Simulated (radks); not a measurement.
The tellurium anion Te2-, [Xe], held by a Watson sphere: a shell of charge +2 at radius R that stands for the Madelung well of a crystal (potential energy -2/R inside, -2/r outside, in hartree with lengths in bohr). All-electron calculation, scalar-relativistic Kohn-Sham, r2SCAN, spin-unpolarised, spherical densities, finite nucleus; meta-GGA in the generalised Kohn-Sham scheme; Fermi nuclear charge, rms radius of each element as measured or else 0.836 A^(1/3) + 0.57 fm. Program: a radial shooting solver on a logarithmic mesh with Libxc functionals.

R (bohr),e(4d) (eV),e(5s) (eV),e(5p) (eV),<r> 5p (bohr),sum of <r^2> (bohr^2),X-ray form factor at sin(theta)/lambda = 0.2 1/angstrom
2.39,-42.152,-17.068,-7.731,2.587,75.39,41.706
2.42,-42.075,-16.992,-7.693,2.595,75.70,41.696
2.48,-41.931,-16.840,-7.616,2.611,76.34,41.676
2.86,-41.244,-15.940,-7.080,2.709,80.41,41.576
4.33,-39.646,-13.382,-4.946,3.022,94.84,41.494
5.53,-38.620,-12.052,-3.586,3.200,104.7,41.525
